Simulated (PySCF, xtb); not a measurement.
C5H7F, SMILES C#C[C@H](F)CC.

The structure is a stationary point at B3LYP-D3(BJ)/def2-SVP. The structure was generated by enumeration; whether it is a known compound was not checked. Other conformers were not sampled.

Computed with PySCF 2.14.0 with IEF-PCM-B3LYP/def2-SVP.

The values are the electrostatic part of the solvation free energy, E(continuum) − E(gas) at the gas-phase geometry, in a cavity of scaled van der Waals radii (PySCF's table); cavitation and dispersion terms are not included. In vacuum the orbital gap is 8.04 eV. The dipole moment in vacuum is 1.73 D.

Computed values in water (ε = 78.36), tetrahydrofuran (ε = 7.43), ethanol (ε = 24.85):
```json
[
 {"solvent": "water", "ε": "78.36", "ΔG(elec) (kcal/mol)": "-3.8", "dipole (D)": "2.17", "gap (eV)": "8.05"},
 {"solvent": "tetrahydrofuran", "ε": "7.43", "ΔG(elec) (kcal/mol)": "-3.1", "dipole (D)": "2.08", "gap (eV)": "8.05"},
 {"solvent": "ethanol", "ε": "24.85", "ΔG(elec) (kcal/mol)": "-3.6", "dipole (D)": "2.15", "gap (eV)": "8.05"}
]
```

For comparison, GFN2-xTB/ALPB(water) (xtb, at the GFN2-xTB geometry, all terms of that model) gives -2.8 kcal/mol.
